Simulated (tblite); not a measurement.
Question: Write Cartesian coordinates for `C=C(SC)C(C)=O` as optimised with GFN2-xTB.

Answer: 
```xyz
15
C5H8OS angstrom
C      0.1245    1.7027   -0.1715
C     -0.2217    0.4260   -0.0023
S      0.9080   -0.9195    0.1538
C      2.5240   -0.0987    0.1534
C     -1.6695    0.0610    0.0576
C     -1.9881   -1.4007   -0.0710
O     -2.5162    0.9121    0.1878
H      1.1374    2.0531   -0.2429
H     -0.6565    2.4405   -0.2477
H      2.6976    0.3784   -0.8067
H      3.2546   -0.8852    0.3144
H      2.5685    0.6209    0.9656
H     -1.5080   -1.9558    0.7326
H     -3.0637   -1.5498   -0.0312
H     -1.5954   -1.7769   -1.0137
```

Any rigid rotation of these coordinates is as good. Atoms count from 1 in this order. S3 (sulfide sulfur) is bent (angle 103.0°). The 3 C–C bonds span 1.334 Å (C1=C2, drawn double) to 1.502 Å (C5–C6, drawn single), a spread of 0.168 Å. The C–S distances run from 1.764 Å (C2–S3, drawn single) to 1.813 Å (S3–C4, drawn single), a spread of 0.049 Å. Of the pairs four or more bonds apart, C4···H8 is among the closest relative to their van der Waals radii: 2.59 Å, 89 % of the sum of Bondi's values.

Bonds between heavy atoms (Å): C1=C2 1.334, C2–S3 1.764, S3–C4 1.813, C2–C5 1.494, C5–C6 1.502, C5=O7 1.208.

The geometry is computed with GFN2-xTB (gas phase).

Point group: C1 (no symmetry element, even within 0.4 Å). Its GFN2-xTB frequencies are all real (lowest 37 cm⁻¹). One conformer, not necessarily the lowest (C1–C2–S3–C4 4°, C1–C2–C5–C6 166°). 3 starts were optimised and ended at 0.00, 2.79 and 4.05 kcal/mol (GFN2-xTB); the lowest of these is shown.
